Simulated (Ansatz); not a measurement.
`N[Si](F)(F)[SiH3]`. The species carries charge 0 and has multiplicity 1.

```csv
atom,x (Å),y (Å),z (Å)
N1,1.744,-0.072,-0.396
Si2,0.213,0.639,-0.482
F3,-0.124,0.769,-2.033
F4,0.166,2.139,0.066
Si5,-1.396,-0.595,0.673
H6,2.146,-0.369,0.478
H7,2.444,0.090,-1.102
H8,-0.885,-0.879,2.042
H9,-2.669,0.163,0.779
H10,-1.641,-1.885,-0.023
```

(1) What are the harmonic wavenumbers in cm⁻¹ at PBE0-D4/def2-TZVP (Ansatz, finite differences of forces, unscaled)? (Best estimate.)

(2) Is this a minimum?

(3) Give the ideal-gas thermochemistry at 298.15 K and 1 bar (rigid rotor, harmonic oscillator; point group C1, symmetry number 1).

(4) Rotational constants (cm⁻¹)?

## Answers

(1) The calculation gave: 82, 126, 144, 181, 274, 289, 342, 344, 472, 515, 526, 776, 820, 896, 925, 929, 945, 952, 1574, 2218, 2234, 2241, 3610, 3710.

(2) Yes, all 24 modes are real.

(3) Zero-point energy 150.3 kJ/mol; H(298) − E = 174.4 kJ/mol; entropy 367.9 J/(mol·K), of which translation 167.8, rotation 114.7, vibration 85.3; G(298) − E = 64.7 kJ/mol. Modes under 100 cm⁻¹ are hindered rotations or soft bends, so the harmonic entropy is rough.

(4) 0.1258, 0.06914, 0.06674.
